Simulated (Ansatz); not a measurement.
Geometry optimisation, RKS r2SCAN-D4/cc-pVDZ (Ansatz 0.2.0).

Input:

```yaml
crystal:
  periodic: [false, false, false]
  atoms:
    - { symbol: B, position_ang: [-0.5519, 1.1654, 0.2871] }
    - { symbol: C, position_ang: [0.2075, -0.1509, 0.0216] }
    - { symbol: "N", position_ang: [0.4248, -0.7951, 1.2956] }
    - { symbol: O, position_ang: [1.5221, 0.1484, -0.586] }
    - { symbol: S, position_ang: [-0.7732, -1.2706, -1.0652] }
    - { symbol: H, position_ang: [-0.1442, 2.2668, -0.0505] }
    - { symbol: H, position_ang: [-1.6382, 1.1797, 0.791] }
    - { symbol: H, position_ang: [-0.4137, -1.1, 1.7101] }
    - { symbol: H, position_ang: [1.0342, -1.6392, 1.1847] }
    - { symbol: H, position_ang: [1.2724, 0.4899, -1.4708] }
    - { symbol: H, position_ang: [-0.8746, -0.3514, -2.0969] }
basis:
  gaussian: { orbitals: cc-pVDZ }
hamiltonian:
  xc: r2scan
  dispersion: d4
relax:
  f_tol: 0.02
  max_steps: 50
```

Command:

```bash
$ ansatz run input.yaml --threads 2 --pin off --max-ram 3072MiB --backend cpu --events-out ev --progress --plain --runs-dir out
```

Q: Where does it end, and by what steps?

A: It converged. After 30 steps the energy has fallen by 2.335 eV; H10 moved furthest, 1.86 Å. Parted: C2–S5. Joined: B1–S5.

| step | energy less start (eV) | largest force component (eV/Å) | accepted |
| --- | --- | --- | --- |
| 0 | 0.0000 | 2.641 | yes |
| 2 | -0.3760 | 1.332 | yes |
| 4 | -0.7772 | 1.317 | yes |
| 6 | -1.5144 | 1.268 | yes |
| 8 | -1.9436 | 0.744 | yes |
| 10 | -2.0819 | 0.761 | yes |
| 12 | -2.1198 | 0.188 | yes |
| 14 | -2.1239 | 0.048 | yes |
| 16 | -2.1249 | 0.024 | yes |
| 18 | -2.1267 | 0.106 | yes |
| 20 | -2.1550 | 0.432 | yes |
| 22 | -2.2170 | 1.045 | yes |
| 24 | -2.2844 | 0.520 | yes |
| 26 | -2.3289 | 0.105 | yes |
| 28 | -2.3345 | 0.048 | yes |
| 30 | -2.3351 | 0.017 | yes |

```xyz
11
Properties=species:S:1:pos:R:3
B -0.595 0.792 -0.343
C 0.630 0.009 0.302
N 0.539 -1.214 0.769
O 1.828 0.566 0.437
S -2.141 -0.350 -0.476
H -0.207 1.262 -1.405
H -0.837 1.695 0.452
H -0.397 -1.629 0.672
H 1.312 -1.693 1.222
H 1.759 1.456 0.043
H -1.825 -0.950 -1.652
```

Time of the run: 2.3 min on 2 threads of Arm Neoverse V1 (shared host), peak memory 0.2 GiB.
